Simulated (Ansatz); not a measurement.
Species: C$_{3}$H$_{3}$O, SMILES `C=C[C]=O` (charge 0, multiplicity 2).

Task: Give a relaxed geometry from PBE-D3(BJ)/def2-TZVP (Ansatz, a quantum-chemistry and plane-wave program).

Result: One answer among several that fit: the end point of this relaxation, one of several conformers (outside a Z-matrix the atoms follow the SMILES, hydrogens last).
Cartesian coordinates (Å) in one orientation:
```xyz
7

C     -1.071    -0.229     0.115
C      0.159     0.423    -0.105
C      1.382    -0.133    -0.052
O      2.456    -0.603    -0.009
H     -1.120    -1.288     0.356
H     -1.994     0.338     0.042
H      0.187     1.491    -0.346
```
